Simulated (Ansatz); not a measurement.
C3H8Si2 can be A, `C[SiH2]C1=C[SiH2]1`, or B, `C=C1C[SiH]1[SiH3]`.

Isolated molecules relaxed with PBE0-D4/def2-TZVP in Ansatz; ΔE leaves out vibrations. CCSD(T)/CBS is the MP2 limit (def2-TZVPP, def2-QZVPP) plus CCSD(T) − MP2 in def2-TZVPP, frozen cores. Functionals use def2-TZVPP. B3LYP here is the variant with VWN-RPA as its local correlation; programs differ in this. One conformer a species, not always the lowest.

(1) Which is lower in electronic energy at CCSD(T)/CBS, and by how much? (Estimate.)

(2) Give E(B) − E(A) in kcal/mol with CCSD(T)/def2-TZVPP, ωB97M-V, HF/def2-TZVPP, r2SCAN-D4, B3LYP, PBE-D4, B2PLYP. (An estimate is asked.)

Largest T1 diagnostic: 0.013.

Answers

(1) Computed: A, by 15.1 kcal/mol.

(2) The calculation gave: CCSD(T)/def2-TZVPP 14.4, ωB97M-V 16.0, HF/def2-TZVPP 18.3, r2SCAN-D4 12.9, B3LYP 12.9, PBE-D4 9.4, B2PLYP 14.6. None reverses the order clearly.

From PBE to PBE0 (25 % exact exchange), in def2-TZVPP and without D4, E(B) − E(A) moves by +2.2 kcal/mol. In def2-TZVPP, CCSD(T) changes the Hartree–Fock value by −3.9 kcal/mol (the triples alone add −0.6 kcal/mol) and MP2 by −1.5 kcal/mol.
